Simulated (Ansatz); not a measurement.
Basis-set extrapolation for CH9BN2Si (PBE0-D4/def2-TZVP geometry, frozen core, Ansatz 0.2.0). Multiplicity 1, RHF reference.

```json
{"": "HF", "def2-TZVPP": "-465.746108", "def2-QZVPP": "-465.763837"}
{"": "MP2 correlation", "def2-TZVPP": "-0.851665", "def2-QZVPP": "-0.909378"}
{"": "CCSD(T) correlation", "def2-TZVPP": "-0.936813", "def2-QZVPP": "not run"}
```

Energies in hartree. Use E(X) = E(∞) + A·exp(−7.88·√X) for Hartree–Fock and E(X) = E(∞) + B·X^(−2.97) for correlation, with X = 3 and 4, and add CCSD(T) minus MP2 of the smaller set to the MP2 limit.

What is the CCSD(T) energy at the basis-set limit?

HF limit: -465.763837 + (-0.017729) × 0.13774 = -465.76628. MP2 limit: -0.909378 + (-0.057713) × 0.74074 = -0.95213. Higher-order term: -0.936813 − (-0.851665) = -0.08515. Total: -466.80356 hartree, 316.7 kJ/mol below CCSD(T)/def2-TZVPP.
